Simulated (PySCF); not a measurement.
**Magnetisability: `c1ccc2[se]ccc2c1`, C$_{8}$H$_{6}$Se**

Geometry:
| atom | x (Å) | y (Å) | z (Å) |
| --- | --- | --- | --- |
| C1 | -1.916 | -0.722 | -0.060 |
| C2 | -2.086 | 0.646 | 0.140 |
| C3 | -0.994 | 1.485 | 0.234 |
| C4 | 0.277 | 0.939 | 0.126 |
| Se5 | 1.921 | 1.852 | 0.220 |
| C6 | 2.724 | 0.182 | -0.039 |
| C7 | 1.841 | -0.829 | -0.164 |
| C8 | 0.466 | -0.443 | -0.077 |
| C9 | -0.656 | -1.267 | -0.168 |
| H10 | -2.786 | -1.359 | -0.129 |
| H11 | -3.082 | 1.056 | 0.222 |
| H12 | -1.121 | 2.547 | 0.389 |
| H13 | 3.796 | 0.104 | -0.074 |
| H14 | 2.135 | -1.853 | -0.319 |
| H15 | -0.524 | -2.328 | -0.322 |

Method: GIAO KT3/pcSseg-1 magnetisability, rotational g tensor and spin-rotation constants, non-relativistic, gas phase (PySCF). Geometry: GFN2-xTB.

The calculation is non-relativistic, which matters for the atoms heavier than Zn.

(1) How diamagnetic is it, and how anisotropic?

(2) Split it along the inertial axes a, b, c into diamagnetic and paramagnetic parts about the centre of mass, with the quadrupole moment.

(3) And the rotational g tensor?

Answers

(1) Isotropic -1663 × 10⁻³⁰ J/T², or -100.2 × 10⁻⁶ cm³/mol; principal values -2717, -1170, -1104 × 10⁻³⁰ J/T², anisotropy 1581 × 10⁻³⁰ J/T² (root of half the summed squared differences of the principal values). The susceptibility is in cgs units.

(2) 
```tsv
axis	χ (10⁻⁶ cm³/mol)	diamagnetic (10⁻⁶ cm³/mol)	paramagnetic (10⁻⁶ cm³/mol)	summed x² of all electrons (Å²)	quadrupole Θ (D Å)
a	-69.7	-558.3	488.7	286.5	+5.62
b	-67.2	-1277.0	1209.8	117.1	+6.89
c	-163.6	-1712.0	1548.4	14.5	-12.51
```
Anisotropies 2χaa − χbb − χcc = +91.5 and 2χbb − χaa − χcc = +98.8 × 10⁻⁶ cm³/mol. Θ is traceless in Buckingham's convention.

(3) 
```csv
axis,rotational constant (GHz),g,nuclear part,electronic part
a,2.7340,-0.0542,0.5734,-0.6276
b,0.9480,-0.0202,0.5186,-0.5388
c,0.7039,+0.0206,0.5327,-0.5121
```
Asymmetric top; isotopes 12C, 1H, 80Se; no vibrational averaging.
